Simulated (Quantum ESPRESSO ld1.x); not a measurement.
Values are calculated unless marked as measured or tabulated.
All-electron atom: the phosphorus ion P7+ in [He] 2s2 2p3 4p1 (not the ground configuration).

Code: ld1.x of Quantum ESPRESSO 7.5. Model: scalar-relativistic Kohn-Sham, LDA (Slater exchange, Perdew-Wang correlation), spin-polarised, spherical densities, point nucleus; open shells are filled with parallel spins first.

Energy parts (hartree):
| part | energy |
|---|---|
| total | -307.4965 |
| kinetic | 308.5564 |
| electron-nucleus | -675.7821 |
| Hartree | 75.8827 |
| exchange-correlation | -16.1534 |

Orbitals (lengths in bohr, moments of r in powers of bohr; r(max) is where P^2 peaks):
orbital  occ.  eigenvalue (hartree)  r(max)
1s up       1              -85.5690   0.068
1s down     1              -85.2626   0.068
2s up       1              -13.7632   0.397
2s down     1              -13.2425   0.403
2p up       3              -12.2660   0.325
2p down     0              -11.6635   0.330
4p up       1              -2.21783    2.48
4p down     0              -2.09734    2.52

The highest occupied level is 4p up at -60.350 eV. The configuration is held as typed, so some empty levels lie below it. The density falls to 0.001 e/bohr^3 at r = 3.61 bohr.
